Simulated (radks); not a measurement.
Problem. The table gives one normalised radial function P(r) = r R(r) of I52+ in 1s1 (r in bohr). Calculated with a radial shooting solver on a logarithmic mesh with Libxc functionals: scalar-relativistic Kohn-Sham, exchange-only LDA, spin-polarised, spherical densities, point nucleus; open shells are filled with parallel spins first (spin-orbit coupling, left out, can overturn this in heavy ions).

| r | P |
|---|---|
| 0.001188 | 1.0837 |
| 0.001277 | 1.1527 |
| 0.001384 | 1.2339 |
| 0.001487 | 1.3115 |
| 0.001611 | 1.4026 |
| 0.001731 | 1.4894 |
| 0.00186 | 1.5808 |
| 0.002015 | 1.6879 |
| 0.002165 | 1.7894 |
| 0.002327 | 1.8959 |
| 0.002521 | 2.0202 |
| 0.002709 | 2.1375 |
| 0.002911 | 2.2598 |
| 0.003154 | 2.4018 |
| 0.003389 | 2.5348 |
| 0.003672 | 2.6884 |
| 0.003946 | 2.8315 |
| 0.00424 | 2.9790 |
| 0.004593 | 3.1475 |
| 0.004936 | 3.3030 |
| 0.005305 | 3.4615 |
| 0.005747 | 3.6402 |
| 0.006176 | 3.8027 |
| 0.006637 | 3.9656 |
| 0.00719 | 4.1459 |
| 0.007726 | 4.3063 |
| 0.00837 | 4.4805 |
| 0.008995 | 4.6321 |
| 0.009666 | 4.7771 |
| 0.01047 | 4.9280 |
| 0.01125 | 5.0526 |
| 0.01209 | 5.1643 |
| 0.0131 | 5.2708 |
| 0.01408 | 5.3482 |
| 0.01525 | 5.4109 |
| 0.01639 | 5.4439 |
| 0.01761 | 5.4525 |
| 0.01908 | 5.4312 |
| 0.0205 | 5.3823 |
| 0.02204 | 5.3039 |
| 0.02387 | 5.1812 |
| 0.02565 | 5.0383 |
| 0.02757 | 4.8651 |
| 0.02986 | 4.6381 |
| 0.03209 | 4.4048 |
| 0.03477 | 4.1164 |
| 0.03736 | 3.8344 |
| 0.04015 | 3.5354 |
| 0.04349 | 3.1888 |
| 0.04674 | 2.8698 |
| 0.05023 | 2.5498 |
| 0.05441 | 2.2001 |
| 0.05848 | 1.8965 |
| 0.06284 | 1.6088 |
| 0.06808 | 1.3132 |
| 0.07316 | 1.0726 |
| 0.07925 | 0.8367 |
| 0.08517 | 0.6540 |
| 0.09153 | 0.4993 |
| 0.09915 | 0.3593 |
| 0.1066 | 0.2596 |

Which n and l does it have? It may be an empty orbital.

Solution. n = 1, l = 0: the number of nodes gives n - l - 1 = 0, the rise at small r (about r^(l+1), flatter next to the nucleus through relativity) gives l, and the extent must fit the shell. The curve is that of 1s up; the table hardly tells the two spins apart. 1s up: eigenvalue -39358 eV, 0 radial nodes, <r> = 0.0269 bohr, 90 % of the charge inside 0.0482 bohr.
